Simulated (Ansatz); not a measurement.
C2H6S2Si, SMILES `C1[SiH2]SCS1`, relaxed with RKS PBE0-D4/def2-TZVP in Ansatz 0.2.0 from a PBE-D4/def2-SVP geometry. The force threshold is 0.005 eV/Å; the program also tests the step.

The species carries charge 0 and has multiplicity 1.

Start:

```xyz
11

C     0.627   -1.014    0.410
Si    1.247    0.614   -0.377
S    -0.613    1.679   -0.680
C    -1.700    0.312   -0.038
S    -1.025   -1.356   -0.284
H     1.280   -1.867    0.135
H     0.601   -0.944    1.519
H     1.965    0.368   -1.674
H     2.178    1.348    0.551
H    -1.903    0.501    1.035
H    -2.656    0.359   -0.597
```

| step | energy (eV) | largest force (eV/Å) | largest move (Å) |
| --- | --- | --- | --- |
| 1 | -31709.5598 | 0.661 | 0.000 |
| 2 | -31709.6164 | 0.214 | 0.035 |
| 3 | -31709.6242 | 0.079 | 0.025 |
| 4 | -31709.6249 | 0.025 | 0.009 |
| 5 | -31709.6250 | 0.012 | 0.003 |
| 6 | -31709.6250 | 0.008 | 0.007 |
| 7 | -31709.6251 | 0.014 | 0.009 |
| 8 | -31709.6251 | 0.017 | 0.015 |
| 9 | -31709.6251 | 0.010 | 0.010 |
| 10 | -31709.6251 | 0.002 | 0.002 |

End:

```xyz
11

C     0.630   -1.004    0.418
Si    1.231    0.600   -0.365
S    -0.600    1.669   -0.624
C    -1.683    0.314   -0.040
S    -0.997   -1.325   -0.281
H     1.273   -1.841    0.137
H     0.593   -0.946    1.509
H     1.906    0.343   -1.663
H     2.169    1.346    0.516
H    -1.915    0.484    1.012
H    -2.606    0.358   -0.618
```

It took 48 s on 4 threads of an Arm Neoverse V1 on a shared host, with 0.65 GiB of host memory at the peak.
